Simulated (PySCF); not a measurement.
## Radial density of O⁺ (oxygen, charge +1)

UHF, [He] 2s2 2p3, high-spin 4S determinant. Computed with PySCF 2.14 in x2c-TZVPall, with the spin-free X2C one-electron Hamiltonian (Gaussian nucleus).

| r (bohr) | 4πr²ρ (e/bohr) | 4πr²(ρα − ρβ) |
| --- | --- | --- |
| 0.00275 | 0.03002 | 0.0000 |
| 0.00463 | 0.08195 | 0.0000 |
| 0.00778 | 0.2169 | 0.0001 |
| 0.0131 | 0.5585 | 0.0003 |
| 0.0220 | 1.360 | 0.0009 |
| 0.0370 | 3.016 | 0.0030 |
| 0.0623 | 5.697 | 0.0119 |
| 0.105 | 8.257 | 0.0534 |
| 0.176 | 7.785 | 0.2247 |
| 0.296 | 4.181 | 0.8075 |
| 0.498 | 3.276 | 1.9879 |
| 0.838 | 4.476 | 2.6082 |
| 1.41 | 2.387 | 1.3357 |
| 2.37 | 0.2959 | 0.1707 |
| 3.99 | 0.005086 | 0.0034 |

Densities and radii are taken from the X2C orbitals without a picture-change correction, which distorts them close to the nucleus.
